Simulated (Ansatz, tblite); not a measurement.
Forces on Si3S4⁻ at its PBE-D4/def2-SVPD geometry. The state is a doublet with charge -1.

The xTB rows come from tblite. Another isomer (doublet) lies 0.71 eV lower at PBE0-D4/def2-TZVPD; other spin states weren't run for this one.

GFN1-xTB (tblite), largest force 1.54 eV/Å:

```xyz
7
positions Å, forces eV/Å
Si   -1.359    1.518   -0.192    1.311   -0.808    0.115
Si    1.109    0.102   -0.268    0.582   -0.607    0.305
Si   -0.908   -0.704    0.871   -0.570   -0.346   -0.224
S     0.748    2.175    0.318   -0.516   -0.066   -0.228
S    -1.964   -2.311    1.464    0.615    0.946   -0.396
S     2.910   -0.797   -0.428   -1.144    0.712    0.015
S    -0.536    0.017   -1.765   -0.279    0.169    0.414
```

GFN2-xTB (tblite), largest force 0.96 eV/Å:

```
Si -0.023 -0.495 0.216
Si -0.333 -0.258 0.088
Si 0.248 0.900 0.214
S 0.047 0.001 -0.123
S -0.165 -0.356 -0.065
S 0.027 0.019 -0.029
S 0.199 0.188 -0.301
```

PBE-D4/def2-TZVPD (Ansatz), largest force 0.43 eV/Å:

```
Si 0.381 -0.199 -0.039
Si -0.054 0.112 -0.076
Si -0.117 -0.144 -0.024
S -0.141 -0.278 -0.106
S 0.189 0.284 -0.139
S -0.325 0.155 0.033
S 0.068 0.069 0.351
```
